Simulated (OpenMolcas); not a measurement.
# S3+: effect of correlating more closed shells

| Quantity | Value |
| --- | --- |
| Program | OpenMolcas |
| Basis | ANO-RCC-VQZP [6s5p3d2f1g] |
| Scalar Hamiltonian | DKH2, point nucleus |
| Active space | 3 electrons in 9 orbitals (RAS2 3s 3p; RAS3 3d, at most 2 electrons) |
| State averaging | 2S+1 = 4 odd, 1 root; 2S+1 = 2 odd, 11 roots; 2S+1 = 4 even, 3 roots; 2S+1 = 2 even, 9 roots |
| Spin-orbit coupling | RASSI with atomic mean-field integrals over the reference wave functions, term energies averaged over their components |

Methods on the same reference wave functions:
A. RASSCF
B. MS-RASPT2, IPEA 0.25 Eh, imaginary shift 0.1 Eh (closed shells correlated: none)
C. MS-RASPT2, IPEA 0.25 Eh, imaginary shift 0.1 Eh (closed shells correlated: 2s 2p)

Energies in cm⁻¹ above 3s² 3p ²P°_1/2, the measured ground level; measured values from NIST levels in Podobedova, Kelleher and Wiese, J. Phys. Chem. Ref. Data 38, 171 (2009).

```
         Level       A       B       C  Measured
3s² 3p ²P°_1/2     0.0     0.0     0.0       0.0
3s² 3p ²P°_3/2     827     829     829       951
 3s 3p² ⁴P_1/2   68096   69696   70210     71184
 3s 3p² ⁴P_3/2   68393   69992   70507     71529
 3s 3p² ⁴P_5/2   68872   70472   70986     72074
 3s 3p² ²D_3/2   94645   94035   94282     94103
 3s 3p² ²D_5/2   94668   94058   94305     94150
 3s 3p² ²S_1/2  126730  124069  124010    123509
 3s 3p² ²P_1/2  137112  135644  135236    133620
 3s 3p² ²P_3/2  137648  136181  135773    134245
```

Deviations, from unrounded energies. A percentage is the sum of absolute deviations over the sum of measured energies, with the sign that they share, or ± where signs differ.

```csv
Against measurement,Levels,A,B,C
mean absolute deviation (cm-1),9,2300,1000,800
fine structure of the ground term (%),1,-13.1,-12.9,-12.8
other configurations (%),8,±2.6,±1.2,±0.9
```

C lies closest to measurement on these levels and A furthest from it. The largest miss of C in the table is 3s 3p² ²P_1/2, by +1600 cm-1. The ranking rests on the paired levels alone, and a cruder setting can come out closer through cancelling errors.

Between B and C the level of the table that moves most is 3s 3p² ⁴P_3/2, by 510 cm-1 (lowest in B, highest in C).

The lowest spin-free term lies below A's lowest term by 0.011 hartree in B, 0.053 hartree in C.

What an inner shell adds also hangs on whether the basis holds functions to correlate it.

Active for correlation alone: 3d; no level in the range computed is led by a configuration that fills it, so any true level of that kind is missing. Some terms mix strongly with configurations of 3d, whose occupation reaches 0.17 (3s 3p² ²D). Measured partners are found by configuration, term and J. A level has none where our copy of the source lacks it or the pairing is in doubt (some pairs that miss far off the trend of their configuration count as doubtful), and it then counts in no deviation. Levels of configurations outside the active space are missing. Levels that lie high or do not pair safely by name in every column are left out.

° marks odd parity.
